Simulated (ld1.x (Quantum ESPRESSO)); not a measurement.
**Plane-wave convergence, PAW potential for I (Z = 53)**

ld1.x (Quantum ESPRESSO) 7.5 input, shortened:

```
&input
   title='I', zed=53., rel=1, dft='PZ', iswitch=3,
   config='[Kr] 4d10 5s2 5p5'
 /
 &inputp
   pseudotype=3, lpaw=.true., tm=.true., lloc=-1, rcloc=1.30,
   nlcc=.true., new_core_ps=.true., rcore=0.75,
   which_augfun='PSQ', rmatch_augfun_nc=.true.
 /
6
5S  1  0   2.00   0.00  1.40  1.90  0.0
5S  1  0   0.00   1.90  1.40  1.90  0.0
5P  2  1   5.00   0.00  1.30  1.65  0.0
5P  2  1   0.00   3.80  1.30  1.65  0.0
4D  3  2  10.00   0.00  1.10  1.20  0.0
4D  3  2   0.00   0.05  1.10  1.20  0.0
 &test
   configts(1)='4d10 5s2 5p5'
 /
```

The pseudo-atom Hamiltonian at the reference potential is diagonalised in spherical Bessel functions j_l(qr) that vanish at 20 bohr, with q² up to the cutoff. All-electron valence levels (Ry): 5s -1.2976, 5p -0.5324, 4d -3.6991.

Q: How do the lowest levels (Ry) of each channel move with the cutoff, and are there ghosts?

A:

```tsv
cutoff (Ry)	s #1	s #2	s #3	p #1	p #2	d #1	d #2	f #1	f #2	Σ f·Δε (mRy)
8	-1.2939	-0.0363	0.0659	-0.5185	0.0305	-0.2101	0.0727	0.1161	0.2443	34968.7
21	-5.2342	-1.2974	-0.0367	-0.5316	0.0300	-1.9791	0.0663	0.1161	0.2442	17206.3
45	-11.1514	-1.2976	-0.0368	-3.1031	-0.5324	-3.5164	0.0634	0.1161	0.2442	1828.2
70	-11.5541	-1.2976	-0.0368	-3.3855	-0.5325	-3.6949	0.0627	0.1161	0.2442	43.6
120	-11.5836	-1.2976	-0.0368	-3.4137	-0.5325	-3.6988	0.0626	0.1161	0.2442	4.0
230	-11.5838	-1.2976	-0.0368	-3.4138	-0.5325	-3.6992	0.0626	0.1161	0.2442	0.3
400	-11.5838	-1.2976	-0.0368	-3.4138	-0.5325	-3.6992	0.0626	0.1161	0.2442	0.0
```

Result: ghost states, extra bound levels that the all-electron valence spectrum of the same l lacks: s at -157.6 eV, p at -46.4 eV (a true bound ghost makes a file unfit for plane-wave use); 10 mRy is reached at 110 Ry and 1 mRy at 180 Ry.
